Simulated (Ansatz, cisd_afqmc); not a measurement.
Species: In, charge 0, doublet.

Quantity: electron affinity (In- (triplet) against In (doublet)), in eV. Radicals and triplets start from unrestricted determinants; spin-orbit coupling is neglected. Cores are frozen in correlated methods (noble-gas shells, and filled d and f shells in the p block). Past Kr the def2 sets carry scalar-relativistic core potentials. The Monte Carlo rows (phaseless AFQMC, CISD trial, step 0.005/hartree) carry one-sigma bars that omit the constraint's bias. Outlying blocks are dropped, and bars are widened where a walk drifts. Over all cases where full CI ran beside it in this data, AFQMC minus full CI had a median of +0.1 mEh and passed +0.4 mEh in a tenth of the cases. CBS(X,Y): correlation extrapolated as X^-3, Hartree-Fock from the larger set. A bracket is a step between two methods taken in the basis named. Full CI freezes restricted core orbitals, also for open shells; the composite that ends in it estimates full CI at the basis-set limit. Where a partner has so few electrons that a lower coupled-cluster level is exact, that level stands in. Spin-orbit terms, left out, reach several kcal/mol for Br and I, and more for heavier atoms. def2-TZVPD holds few diffuse functions, which lowers the functionals' binding of the extra electron.

| level | program | electron affinity (eV) | difference against the last row |
|---|---|---|---|
| r2SCAN/def2-TZVPD | Ansatz | 0.45 | 0.05 |
| PBE0/def2-TZVPD | Ansatz | 0.38 | -0.02 |
| r2SCANh/def2-TZVPD | Ansatz | 0.45 | 0.05 |
| B2PLYP/def2-TZVPD | Ansatz | 0.23 | -0.17 |
| MP2/def2-SVPD | Ansatz | 0.03 | -0.37 |
| MP2/def2-QZVPPD | Ansatz | 0.32 | -0.08 |
| CCSD/def2-QZVPPD | Ansatz | 0.34 | -0.06 |
| CCSDT(Q)/def2-TZVPPD | Ansatz | 0.32 | -0.08 |
| CCSDTQ/def2-SVPD | Ansatz | 0.09 | -0.31 |
| AFQMC/CISD/def2-SVPD | cisd_afqmc | 0.08 ± 0.01 | -0.32 |
| AFQMC/CISD/def2-TZVPPD | cisd_afqmc | 0.31 ± 0.01 | -0.09 |
| AFQMC/CISD/def2-QZVPPD | cisd_afqmc | 0.37 ± 0.01 | -0.03 |
| CCSD(T)/CBS(def2-TZVPPD,def2-QZVPPD) + [CCSDT(Q) - CCSD(T)]/def2-QZVPPD + [FCI - CCSDT(Q)]/def2-TZVPPD | Ansatz | 0.40 | 0.00 |

Ansatz is an electronic-structure program.
